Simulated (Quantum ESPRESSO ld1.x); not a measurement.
Ru4+, 40 electrons, occupied as [Ar] 3d10 4s1.5 4p6 4d4 5s0.5 (fractional occupations, a model configuration).

All-electron calculation, scalar-relativistic Kohn-Sham, LDA (Slater exchange, Perdew-Zunger correlation), spin-polarised, spherical densities, point nucleus; open shells are filled with parallel spins first. Program: ld1.x of Quantum ESPRESSO 7.5.

Energy parts (Ry):
| part | energy |
|---|---|
| total | -9042.1601 |
| kinetic | 9348.4221 |
| electron-nucleus | -21658.1341 |
| Hartree | 3521.7338 |
| exchange-correlation | -254.1819 |

Orbitals (lengths in bohr, moments of r in powers of bohr):
| orbital | occ. | eigenvalue (Ry) | <1/r> |
|---|---|---|---|
| 1s up | 1 | -1614.51 | 45.82 |
| 1s down | 1 | -1614.49 | 45.82 |
| 2s up | 1 | -235.867 | 10.36 |
| 2s down | 1 | -235.804 | 10.36 |
| 2p up | 3 | -211.835 | 10.05 |
| 2p down | 3 | -211.784 | 10.05 |
| 3s up | 1 | -44.9756 | 3.590 |
| 3s down | 1 | -44.9233 | 3.591 |
| 3p up | 3 | -37.0819 | 3.421 |
| 3p down | 3 | -37.0257 | 3.422 |
| 3d up | 5 | -24.3479 | 3.196 |
| 3d down | 5 | -24.2777 | 3.198 |
| 4s up | 1 | -9.72233 | 1.377 |
| 4s down | 0.5 | -9.44096 | 1.381 |
| 4p up | 3 | -7.45596 | 1.245 |
| 4p down | 3 | -7.16903 | 1.248 |
| 4d up | 4 | -4.14183 | 0.9828 |
| 4d down | 0 | -3.86030 | 0.9773 |
| 5s up | 0.5 | -3.07768 | 0.5738 |
| 5s down | 0 | -2.89350 | 0.5585 |

The highest occupied level is 5s up at -41.874 eV. The configuration is held as typed, so some empty levels lie below it. Summed over all electrons, <r^2> = 24.46 bohr^2, which gives a Langevin (diamagnetic) susceptibility term of -19.4 x 10^-6 cm^3/mol. The density falls to 0.001 e/bohr^3 at r = 3.28 bohr. Spin moment in Bohr magnetons: 5.
